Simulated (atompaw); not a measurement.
## H (Z = 1): one change to a PAW (atompaw) potential, before and after

hydrogen (H), PAW, made with atompaw 4.2.0.5 (PBEsol, scalar-relativistic). Core none, reference 1s1. Waves: 1s (bound): rc 1.05 bohr; 1s channel at 2.05 Ry: rc 1.05 bohr; 2p channel at 0.2 Ry: rc 0.80 bohr. Local part: vpsmatchnc scheme with l = 2 at 0 Ry, radius 0.95 bohr. Core correction: none. Augmentation charge: gaussian compensation charge, radius 0.90 bohr; PAW radius 1.05 bohr; waves and projectors: custom rrkj vanderbiltortho.

All-electron outer shells of the reference configuration (PBEsol, scalar-relativistic, ld1.x):

| shell | level (eV) | outermost node (bohr) | outermost maximum (bohr) |
| --- | --- | --- | --- |
| 1s | -6.33 | – | 1.05 |

Change: all radii scaled by about 0.88 (s 0.92, p 0.70 bohr); local potential vpsmatchnc scheme with l = 2 at 0 Ry, radius 0.82 bohr; augmentation gaussian compensation charge, radius 0.78 bohr; PAW radius 0.92 bohr; waves and projectors: custom rrkj vanderbiltortho.

Cutoffs: the cutoffs (Ry, on a coarse ladder) from which the occupation-weighted sum of valence levels, in a spherical-Bessel basis at the reference potential, stays within 10 and 1 mRy of its value at 400 Ry; they do not see the model core or the augmentation charge, which bear on the density cutoff.

Task: What does the change do?

Result: The potential gets harder (18 Ry and 35 Ry → 21 Ry and 40 Ry); neither file shows a bound ghost. A smaller radius makes the pseudo-wave follow the all-electron one further in, where it bends more sharply, so more plane waves are needed.

```
                            quantity            base         changed
                       cutoff, loose           18 Ry           21 Ry
                       cutoff, tight           35 Ry           40 Ry
                        bound ghosts            none            none
lowest overlap eigenvalue by channel  s 0.99, p 0.58  s 0.99, p 0.53
```

 The cutoffs see the waves, projectors and local potential, not the compensation charge or the core.
